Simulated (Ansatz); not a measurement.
Harmonic frequencies (cm⁻¹) at PBE0-D4/def2-TZVP from Ansatz: 86, 86, 98, 250, 251, 254, 383, 383, 388, 486, 525, 525, 724, 724, 2253, 2346, 2346, 2350.

Task: Which molecule is it?
A. `[SiH3][Ge]([Cl])([Cl])[Cl]`
B. `N#[C][GeH]([C]#N)[C]#N`
C. `C#[C][GeH2][Cl]`
D. `[F][Ge]([SH])([SH])[SH]`

Result: B.
